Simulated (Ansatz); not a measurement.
Job for Ansatz (a program for electronic structure): R-r2SCAN/def2-TZVPPD on C2H7GaO (a complex), monomers drawn apart or pushed together. Files ending in .json are basis or fitting sets from the Basis Set Exchange.

Ansatz 0.2 input:
```yaml
crystal:
  periodic: [false, false, false]
  atoms:
    - {symbol: C, position_ang: [-2.09771241, 0.72574922, 0.84035237]}
    - {symbol: C, position_ang: [-0.80056510, 0.96829850, 0.63759021]}
    - {symbol: Ga, position_ang: [0.58591417, -0.44820562, 0.78712216]}
    - {symbol: H, position_ang: [-2.46736429, -0.27562250, 1.04768516]}
    - {symbol: H, position_ang: [-2.85899081, 1.50101804, 0.79122098]}
    - {symbol: H, position_ang: [-0.52258509, 1.99766768, 0.41582842]}
    - {symbol: H, position_ang: [0.04333480, -1.93381441, 0.80698346]}
    - {symbol: H, position_ang: [2.08954565, -0.13578614, 0.46329397]}
    - {symbol: O, position_ang: [0.54494551, -0.21044838, 2.80263770]}
    - {symbol: H, position_ang: [-0.27859452, 0.28312014, 2.92903830]}
    - {symbol: H, position_ang: [0.43189657, -1.06150717, 3.24386235]}
basis:
  gaussian:
    orbitals: def2-TZVPPD.json
hamiltonian:
  xc: {name: r2SCAN}
scf: {lower_state_search: off}
```

The head of its log:

```
WARN ansatz: RAYON_NUM_THREADS=1 ignored (pool sized by the plan → 1); use --threads N
Functional definition: r2SCAN
these checks for a lower state are left out or cut short: stability, starts, cluster_reference, orbital_swaps, neighbouring_geometries, increment
integrals: 0.25 GiB planned
1321 factors; their error is unknown
mean field: 1.72 GiB planned
mean field evaluation 1: about -56599.8009 eV, gradient 7.8e1 eV
mean field evaluation 2: about -56578.6994 eV, gradient 1.2e2 eV
```

Task: Predict the final total energy.

Result: -2080.4345 hartree.
